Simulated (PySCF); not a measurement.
C3H6N2Si, SMILES [SiH2]1N=CN=C1C.

Geometry: PBE-D3(BJ)/def2-SVP. The structure was generated by enumeration, and PubChem lists no compound with its InChIKey, so it may never have been made.

These are PBE-D3(BJ)/def2-SVP in PySCF values and carry that method's errors.

Frequencies are harmonic and unscaled.

Computed vibrational spectrum:
| mode | ν (cm⁻¹) | IR (km/mol) | moving atoms (share of kinetic energy) |
|---|---|---|---|
| 1 | 127 | 1.4 | H 94 % |
| 2 | 203 | 0.4 | N 52 %, H 27 %, C 18 % |
| 3 | 270 | 1.1 | H 62 %, C 33 % |
| 4 | 283 | 1.0 | C 39 %, H 30 %, Si 20 %, N 10 % |
| 5 | 389 | 7.2 | H 44 %, N 35 %, C 21 % |
| 6 | 471 | 15.2 | Si 41 %, N 31 %, C 22 % |
| 7 | 556 | 1.2 | C 55 %, H 23 %, Si 12 %, N 10 % |
| 8 | 578 | 43.8 | H 46 %, C 27 %, Si 17 %, N 11 % |
| 9 | 677 | 10.9 | H 77 %, N 15 % |
| 10 | 682 | 15.9 | Si 29 %, N 28 %, C 24 %, H 19 % |
| 11 | 709 | 15.2 | H 58 %, N 30 %, Si 9 % |
| 12 | 839 | 27.2 | N 61 %, H 20 %, C 14 % |
| 13 | 893 | 68.5 | H 58 %, C 24 %, N 17 % |
| 14 | 894 | 86.4 | H 74 %, C 15 % |
| 15 | 947 | 3.4 | H 62 %, C 34 % |
| 16 | 978 | 1.0 | H 61 %, C 38 % |
| 17 | 1045 | 69.7 | C 44 %, N 28 %, H 28 % |
| 18 | 1192 | 16.6 | C 64 %, H 29 % |
| 19 | 1298 | 3.8 | H 86 % |
| 20 | 1329 | 9.8 | H 64 %, C 34 % |
| 21 | 1377 | 22.2 | H 93 % |
| 22 | 1389 | 13.9 | H 96 % |
| 23 | 1533 | 90.6 | C 58 %, N 38 % |
| 24 | 1616 | 88.0 | C 55 %, N 41 % |
| 25 | 2173 | 58.4 | H 98 % |
| 26 | 2182 | 75.7 | H 96 % |
| 27 | 2960 | 4.9 | H 97 % |
| 28 | 3035 | 2.7 | H 91 %, C 9 % |
| 29 | 3038 | 44.4 | H 92 %, C 8 % |
| 30 | 3081 | 8.0 | H 90 %, C 10 % |
